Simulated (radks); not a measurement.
The numbers below are computed, except where a source is named.
Q: The bismuth ion Bi+, 82 electrons, occupied as [Hg] 6p2. Level of theory: Dirac Kohn-Sham, PBEsol, spin-unpolarised, spherical densities, finite nucleus; open shells fill j = l - 1/2 first; Fermi nuclear charge, rms radius 5.5211 fm (a radial shooting solver on a logarithmic mesh with Libxc functionals). Some entries of the table are withheld. Estimate them.

| orbital | occ. | eigenvalue (hartree) | <r^2> (bohr^2) |
|---|---|---|---|
| 1s1/2 | 2 | -3323.155 | 0.0003466 |
| 2s1/2 | 2 | -596.8236 | 0.005192 |
| 2p1/2 | 2 | -573.7633 | 0.003644 |
| 2p3/2 | 4 | -488.5728 | 0.004824 |
| 3s1/2 | 2 | -144.2385 | 0.03363 |
| 3p1/2 | 2 | -133.7451 | 0.03051 |
| 3p3/2 | 4 | -114.6734 | 0.03682 |
| 3d3/2 | 4 | -97.35453 | 0.02803 |
| 3d5/2 | 6 | -93.30921 | 0.02973 |
| 4s1/2 | 2 | -33.28721 | 0.1607 |
| 4p1/2 | 2 | -28.71300 | 0.1626 |
| 4p3/2 | 4 | -24.00940 | 0.1935 |
| 4d3/2 | 4 | -16.53900 | (1) |
| 4d5/2 | 6 | -15.66087 | (2) |
| 5s1/2 | 2 | -6.03541 | (3) |
| 4f5/2 | 6 | (4) | 0.2292 |
| 4f7/2 | 8 | (5) | 0.2356 |
| 5p1/2 | 2 | -4.44576 | 0.8832 |
| 5p3/2 | 4 | -3.53702 | 1.072 |
| 5d3/2 | 4 | -1.31879 | 1.696 |
| 5d5/2 | 6 | -1.20839 | 1.823 |
| 6s1/2 | 2 | -0.78612 | 5.141 |
| 6p1/2 | 2 | -0.46294 | 7.627 |
| 6p3/2 | 0 | -0.37967 | 9.683 |

A: 
(1) 4d3/2 <r^2> (bohr^2): 0.2001
(2) 4d5/2 <r^2> (bohr^2): 0.2106
(3) 5s1/2 <r^2> (bohr^2): 0.7751
(4) 4f5/2 eigenvalue (hartree): -5.96279
(5) 4f7/2 eigenvalue (hartree): -5.76098
